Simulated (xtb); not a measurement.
Cl₂In (SMILES [Cl][In][Cl]), doublet, at a GFN2-xTB geometry (such geometries of metal compounds can be far from the true shape) (the spin is typed, not shown lowest); GFN0-xTB run with xtb 6.7.1.

Here is a job for xtb.
```
$ xtb mol.xyz --gfn 0 --uhf 1 --json

# file mol.xyz
3

In     0.34757531    -0.02025724     0.39100460
Cl     1.00831653     0.38636565    -1.88660393
Cl    -2.01015125    -0.32797714     0.75959066
```

Task: What does xtb print? Leave out banner, timings and long lists.

Result: 
```
   ID    Z sym.   atoms
    1   49 In     1
    2   17 Cl     2, 3

           -------------------------------------------------
          |                Calculation Setup                |
           -------------------------------------------------

           -------------------------------------------------
          |                 G F N 0 - x T B                 |
           -------------------------------------------------

          ...................................................
          :                      SETUP                      :
          :.................................................:
          :  # basis functions                  30          :
          :  # atomic orbitals                  27          :
          :  # shells                            9          :
          :  # electrons                        17          :
          :  electronic temp.          300.0000000     K    :
          :  accuracy                    1.0000000          :
          :  -> integral cutoff          0.2500000E+02      :
          :  -> integral neglect         0.1000000E-07      :
          ...................................................

         :::::::::::::::::::::::::::::::::::::::::::::::::::::
         ::                     SUMMARY                     ::
         :::::::::::::::::::::::::::::::::::::::::::::::::::::
         :: total energy              -9.896602966281 Eh    ::
         :: gradient norm              0.021471141755 Eh/a0 ::
         :: HOMO-LUMO gap              6.202211495418 eV    ::
         ::.................................................::
         :: H0 energy                 -9.848362556098 Eh    ::
         :: repulsion energy           0.003136562999 Eh    ::
         :: electrostat energy        -0.050745014303 Eh    ::
         :: -> Gsolv                   0.000000000000 Eh    ::
         ::    -> Gsasa                0.000000000000 Eh    ::
         ::    -> Gshift               0.000000000000 Eh    ::
         :: dispersion energy         -0.000631958879 Eh    ::
         :: short-range corr.          0.000000000000 Eh    ::
         :: add. restraining           0.000000000000 Eh    ::
         :: total charge               0.000000000000 e     ::
         :::::::::::::::::::::::::::::::::::::::::::::::::::::

           -------------------------------------------------
          |                Property Printout                |
[...]
        11                         -0.1031710              -2.8074
        12                         -0.0818177              -2.2264
        13                         -0.0651711              -1.7734
        14                         -0.0649145              -1.7664
        15                         -0.0649133              -1.7664
        16                         -0.0644465              -1.7537
        17                         -0.0643820              -1.7519
        18                         -0.0640865              -1.7439
        19                         -0.0597783              -1.6267
        20                         -0.0523623              -1.4249
       ...                                ...                  ...
        27                          0.9246160              25.1601
      -------------------------------------------------------------
                  HL-Gap            0.2279271 Eh            6.2022 eV
             Fermi-level            0.0000000 Eh            0.0000 eV

     #   Z          covCN         q      C6AA      α(0)
     1  49 In       1.560     0.402   408.259    45.002
     2  17 Cl       0.780    -0.201   103.347    15.539
     3  17 Cl       0.780    -0.201   103.347    15.539

 Mol. C6AA /au·bohr⁶  :       1608.984126
 Mol. C8AA /au·bohr⁸  :     139463.924244
 Mol. α(0) /au        :         76.079841

Wiberg/Mayer (AO) data.
largest (>0.10) Wiberg bond orders for each atom

 ---------------------------------------------------------------------------
     #   Z sym  total        # sym  WBO       # sym  WBO       # sym  WBO
 ---------------------------------------------------------------------------
     1  49 In   1.489 --     2 Cl   0.744     3 Cl   0.744
     2  17 Cl   0.866 --     1 In   0.744     3 Cl   0.122
     3  17 Cl   0.866 --     1 In   0.744     2 Cl   0.122
 ---------------------------------------------------------------------------

Topologies differ in total number of bonds
Writing topology from bond orders to xtbtopo.mol

 dipole moment from electron density (au)
     X       Y       Z
   1.4482  -0.0844   1.6292  total (Debye):    5.545

           -------------------------------------------------
          | TOTAL ENERGY               -9.896602966281 Eh   |
          | GRADIENT NORM               0.021471141755 Eh/α |
          | HOMO-LUMO GAP               6.202211495418 eV   |
           -------------------------------------------------

normal termination of xtb
```
